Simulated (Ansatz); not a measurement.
These are PBE0-D3(BJ)/def2-SVP in Ansatz (an electronic-structure program) values and carry that method's errors. No frequencies were computed at this level.

Ansatz 0.2 input:
```yaml
crystal:
  periodic: [false, false, false]
  atoms:
    - { symbol: N, position_ang: [-0.385105, 1.761795, -0.98551] }
    - { symbol: In, position_ang: [0.002997, -0.021341, -0.050361] }
    - { symbol: N, position_ang: [1.948929, -0.642629, 0.119724] }
    - { symbol: N, position_ang: [-1.498972, -1.406794, 0.110178] }
    - { symbol: H, position_ang: [-1.330198, 2.09033, -0.815989] }
    - { symbol: H, position_ang: [0.242557, 2.505705, -0.697014] }
    - { symbol: H, position_ang: [2.588238, 0.134972, 0.251068] }
    - { symbol: H, position_ang: [2.095989, -1.28019, 0.895461] }
    - { symbol: H, position_ang: [-2.386443, -1.003467, 0.394515] }
    - { symbol: H, position_ang: [-1.277991, -2.138379, 0.777927] }
basis:
  gaussian: { orbitals: def2-svp }
hamiltonian:
  xc: pbe0
  dispersion: d3bj
relax:
  max_steps: 150
```

Output:

```
Functional definition: PBE0
1175 factors; integrals over basis functions are off by at most 4.3e-4 eV
mean field evaluation 1: about -9716.0658 eV, gradient 8.9e1 eV
mean field evaluation 2: about -9688.7247 eV, gradient 1.3e2 eV
mean field evaluation 4: about -9732.7841 eV, gradient 2.8e0 eV
mean field evaluation 8: about -9732.8409 eV, gradient 8.7e-2 eV
mean field -9732.84093713 eV, -357.6753072829 hartree, gradient 3.5e-5 eV, S^2 0.000000; 0 other end points of the search recorded, 0 dependent functions left out
reference -9732.84097260 eV, -357.6753085865 hartree; 24, 24 occupied and 74, 74 virtual orbitals, 1175 factors
relax step   1: F+E_penalty+E_count = -9732.98689392 eV  Δ(F+E_penalty+E_count) = +0.000e0 eV  max|allowed force component| = 2.644e-1 eV/Å  Δτ_max = 0.0000 Å  (25 SCF iters, accepted)
these checks for a lower state are left out or cut short: starts, cluster_reference, orbital_swaps, neighbouring_geometries, increment
1175 factors; integrals over basis functions are off by at most 4.4e-4 eV
mean field evaluation 16: about -9732.7833 eV, gradient 3.9e0 eV
mean field -9732.86115688 eV, -357.6760503453 hartree, gradient 2.0e-5 eV, S^2 0.000000; 0 other end points of the search recorded, 0 dependent functions left out
reference -9732.86119238 eV, -357.6760516496 hartree; 24, 24 occupied and 74, 74 virtual orbitals, 1175 factors
relax step   2: F+E_penalty+E_count = -9733.00608848 eV  Δ(F+E_penalty+E_count) = -1.919e-2 eV  max|allowed force component| = 1.331e-1 eV/Å  Δτ_max = 0.0431 Å  (28 SCF iters, accepted)
these checks for a lower state are left out or cut short: starts, cluster_reference, orbital_swaps, neighbouring_geometries, increment
1175 factors; integrals over basis functions are off by at most 4.4e-4 eV
mean field -9732.86485568 eV, -357.6761862737 hartree, gradient 2.6e-5 eV, S^2 0.000000; 0 other end points of the search recorded, 0 dependent functions left out
reference -9732.86489107 eV, -357.6761875740 hartree; 24, 24 occupied and 74, 74 virtual orbitals, 1175 factors
relax step   3: F+E_penalty+E_count = -9733.00999273 eV  Δ(F+E_penalty+E_count) = -3.904e-3 eV  max|allowed force component| = 9.904e-2 eV/Å  Δτ_max = 0.0191 Å  (27 SCF iters, accepted)
these checks for a lower state are left out or cut short: starts, cluster_reference, orbital_swaps, neighbouring_geometries, increment
1175 factors; integrals over basis functions are off by at most 4.3e-4 eV
mean field evaluation 32: about -9732.8671 eV, gradient 1.5e-1 eV
mean field -9732.86714208 eV, -357.6762702971 hartree, gradient 2.6e-5 eV, S^2 0.000000; 0 other end points of the search recorded, 0 dependent functions left out
reference -9732.86717727 eV, -357.6762715905 hartree; 24, 24 occupied and 74, 74 virtual orbitals, 1175 factors
relax step   4: F+E_penalty+E_count = -9733.01245836 eV  Δ(F+E_penalty+E_count) = -2.466e-3 eV  max|allowed force component| = 2.558e-2 eV/Å  Δτ_max = 0.0259 Å  (28 SCF iters, accepted)
these checks for a lower state are left out or cut short: starts, cluster_reference, orbital_swaps, neighbouring_geometries, increment
1175 factors; integrals over basis functions are off by at most 4.3e-4 eV
mean field -9732.86726198 eV, -357.6762747034 hartree, gradient 1.9e-5 eV, S^2 0.000000; 0 other end points of the search recorded, 0 dependent functions left out
reference -9732.86729717 eV, -357.6762759965 hartree; 24, 24 occupied and 74, 74 virtual orbitals, 1175 factors
relax step   5: F+E_penalty+E_count = -9733.01258632 eV  Δ(F+E_penalty+E_count) = -1.280e-4 eV  max|allowed force component| = 3.046e-3 eV/Å  Δτ_max = 0.0099 Å  (22 SCF iters, accepted)
these checks for a lower state are left out or cut short: starts, cluster_reference, orbital_swaps, neighbouring_geometries, increment
1175 factors; integrals over basis functions are off by at most 4.3e-4 eV
mean field -9732.86731151 eV, -357.6762765238 hartree, gradient 2.5e-5 eV, S^2 0.000000; 0 other end points of the search recorded, 0 dependent functions left out
reference -9732.86734669 eV, -357.6762778165 hartree; 24, 24 occupied and 74, 74 virtual orbitals, 1175 factors
relax step   6: F+E_penalty+E_count = -9733.01262754 eV  Δ(F+E_penalty+E_count) = -4.122e-5 eV  max|allowed force component| = 1.065e-2 eV/Å  Δτ_max = 0.0111 Å  (29 SCF iters, accepted)
these checks for a lower state are left out or cut short: starts, cluster_reference, orbital_swaps, neighbouring_geometries, increment
1175 factors; integrals over basis functions are off by at most 4.2e-4 eV
mean field -9732.86731594 eV, -357.6762766865 hartree, gradient 2.2e-5 eV, S^2 0.000000; 0 other end points of the search recorded, 0 dependent functions left out
reference -9732.86735112 eV, -357.6762779792 hartree; 24, 24 occupied and 74, 74 virtual orbitals, 1175 factors
relax step   7: F+E_penalty+E_count = -9733.01263799 eV  Δ(F+E_penalty+E_count) = -1.045e-5 eV  max|allowed force component| = 7.645e-3 eV/Å  Δτ_max = 0.0065 Å  (22 SCF iters, accepted)
1175 factors; integrals over basis functions are off by at most 4.2e-4 eV
mean field evaluation 64: about -9732.8671 eV, gradient 3.4e-1 eV
mean field -9732.86731594 eV, -357.6762766865 hartree, gradient 2.2e-5 eV, S^2 0.000000; 1 other end points of the search recorded, 0 dependent functions left out
reference -9732.86735112 eV, -357.6762779792 hartree; 24, 24 occupied and 74, 74 virtual orbitals, 1175 factors
Total energy: -9733.01267317 eV, -357.6816184659 hartree
Atom 0 at    -0.413897     1.765444    -0.942818 Å, force    -0.001090     0.007645    -0.000681 eV/Å
Atom 1 at     0.005280    -0.022772    -0.060617 Å, force    -0.000288     0.001034     0.002905 eV/Å
Atom 2 at     1.947222    -0.601629     0.152630 Å, force     0.006668    -0.001901     0.003586 eV/Å
Atom 3 at    -1.478621    -1.401940     0.157720 Å, force    -0.006226    -0.003542     0.003182 eV/Å
Atom 4 at    -1.346547     2.139237    -0.789718 Å, force     0.002480    -0.002082    -0.000513 eV/Å
Atom 5 at     0.256358     2.514319    -0.791228 Å, force    -0.001807    -0.003678    -0.000660 eV/Å
Atom 6 at     2.626796     0.138129     0.307326 Å, force    -0.002613    -0.001566    -0.001111 eV/Å
Atom 7 at     2.128441    -1.343594     0.823218 Å, force    -0.001670     0.002522    -0.003027 eV/Å
Atom 8 at    -2.414999    -1.039696     0.315900 Å, force     0.004076    -0.000685    -0.001352 eV/Å
Atom 9 at    -1.310031    -2.147497     0.827585 Å, force     0.000470     0.002252    -0.002330 eV/Å
Dipole moment:    -0.051641     0.225014     0.597515 e Å
```

Cost: around 30 core-seconds (rough).
